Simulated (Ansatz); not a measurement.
CH$_{6}$BClGeSi. The species carries charge 0 and has multiplicity 1. The bonds changed during the relaxation, so this is another structure than the one it started from.

```xyz
11

B     1.059    1.174   -0.487
Si    0.645   -0.671   -0.952
Cl    1.877   -2.255   -0.529
C    -1.048   -0.983   -0.300
Ge   -0.418    0.487    0.972
H     2.194    1.444   -0.231
H     0.386    1.973   -1.085
H    -1.290   -1.963    0.100
H    -1.862   -0.576   -0.899
H    -0.006   -0.151    2.304
H    -1.538    1.521    1.107
```

Problem. List the harmonic frequencies (cm⁻¹, unscaled) at PBE0-D4/def2-TZVP in Ansatz. (Best estimate.)

Solution. The calculation gave: 74, 147, 207, 310, 362, 410, 418, 474, 507, 570, 596, 679, 702, 740, 778, 797, 848, 871, 908, 1093, 1376, 2157, 2177, 2540, 2652, 3120, 3206.

Problem. Is this a minimum?

Solution. Yes, all 27 modes are real.

Problem. Give the ideal-gas thermochemistry at 298.15 K and 1 bar (rigid rotor, harmonic oscillator; point group C1, symmetry number 1).

Solution. Zero-point energy 171.8 kJ/mol; H(298) − E = 194.4 kJ/mol; entropy 364.4 J/(mol·K), of which translation 172.5, rotation 119.3, vibration 72.5; G(298) − E = 85.8 kJ/mol. Modes under 100 cm⁻¹ are hindered rotations or soft bends, so the harmonic entropy is rough.

Problem. And at 400, 500, 600, 800 and 1000 K?

Solution. 
| T (K) | H − E (kJ/mol) | S (J/mol/K) | G − E (kJ/mol) |
| --- | --- | --- | --- |
| 400 | 208.6 | 405.2 | 46.5 |
| 500 | 224.6 | 440.7 | 4.2 |
| 600 | 242.0 | 472.5 | -41.5 |
| 800 | 280.1 | 527.1 | -141.6 |
| 1000 | 321.2 | 573.0 | -251.7 |
